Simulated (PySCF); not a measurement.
## C7H18Si: core ionisation energies

Compound: C7H18Si.
SMILES with atom numbers: `[CH3:1][CH:2]([CH3:3])[C@H:4]([CH3:5])[CH2:6][CH2:7][SiH3:8]`

Computed with delta-SCF UKS SCAN, pcX-2 on the ionised atom, pcseg-1 elsewhere, spin-free X2C in PySCF 2.14.0. Binding energies are ΔSCF values: E(core-ionised, relaxed orbitals) − E(ground state) at a fixed geometry, referred to the vacuum level.

Task: Give the core binding energies atom by atom.

Result: 
```csv
atom(s),environment,level,binding energy (eV),2p1/2 (eV),above the level's lowest (eV),count
Si8,SiH3 silicon,Si 2p3/2,106.42,107.04,0.00,1
C7,sp3 carbon bound to silicon,C 1s,290.02,–,0.00,1
C4,sp3 CH carbon,C 1s,290.20,–,+0.18,1
C5,methyl carbon,C 1s,290.27,–,+0.25,1
C3,methyl carbon,C 1s,290.29,–,+0.27,1
C2,sp3 CH carbon,C 1s,290.31,–,+0.29,1
C1,methyl carbon,C 1s,290.31,–,+0.29,1
C6,chain CH2 carbon,C 1s,290.31,–,+0.29,1
Si8,SiH3 silicon,Si 1s,1846.17,–,0.00,1
```

The listed C 1s values span 0.29 eV, from C7 (bonded to C, 2 H and Si) to C6 (bonded to 2 C and 2 H). The values 290.27, 290.29, 290.31, 290.31 and 290.31 eV lie too close for their order to be trusted.

Task: Which effective nuclear charge Zeff reproduces each element's mean 1s value in the hydrogen-like formula E = 13.606 eV × Zeff²?

Result: C (Z = 6): mean 290.2 eV, Zeff = 4.62, Z − Zeff = 1.38; Si (Z = 14): mean 1846.2 eV, Zeff = 11.65, Z − Zeff = 2.35. Means run over the listed sites, weighted by atom count.

Task: Give the binding energy of C 1s of C6 in hartree and in kJ/mol.

Result: 290.31 eV = 10.6687 Eh = 28011 kJ/mol.

For 2p shells one spin-free hole was relaxed; a mean-field spin–orbit operator and the ground-state splitting of the three 2p orbitals were then diagonalised within the shell. The shell's mean is (2 × 2p3/2 + 2p1/2)/3, and the degeneracies 2j + 1 give areas of 2:1. 2p1/2 minus 2p3/2 (ligand field included): Si 0.62 eV. The structure is a single PBE0-D3(BJ)/def2-SVP conformer in the gas phase; no vibrational or solvent corrections.

The values belong to the conformer `[CH3:1][CH:2]([CH3:3])[C@H:4]([CH3:5])[CH2:6][CH2:7][SiH3:8]`: C1–C2–C4–C5 -67°, C2–C4–C6–C7 -166°, C4–C6–C7–Si8 177°.
